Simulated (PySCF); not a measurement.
Coordinates in bohr (charge 0 multiplicity 2):
```
Os    0.0000    0.0000   -0.0194
H     2.7185    0.0000    1.2297
H    -1.3593    2.3543    1.2297
H    -1.3593   -2.3543    1.2297
```

All numbers come from UPBE0/[Os def2-TZVP with ECP60, H def2-TZVP], scalar-relativistic core potentials, density fitting, no spin–orbit coupling, PySCF.

This geometry of OsH₃ is a stationary point at this level.

(1) What is the point group?

(2) Is it a minimum?

(3) Give the ideal-gas entropy at 298.15 K and 1 bar by parts.

(4) What is the atomisation energy, with and without zero-point energy?

Answers

(1) C3v.

(2) Yes: all harmonic wavenumbers are real.

(3) translation 174.6, rotation 59.4, vibration 3.5, spin 5.8; total 243.3 J/(mol K).

(4) 859 kJ/mol without, 805 kJ/mol with.

Other isomers or separated fragments may lie lower. Open d and f shells are described by one determinant, and the ground state may have another occupation or spin. With an element this heavy the missing spin–orbit coupling can shift these numbers.
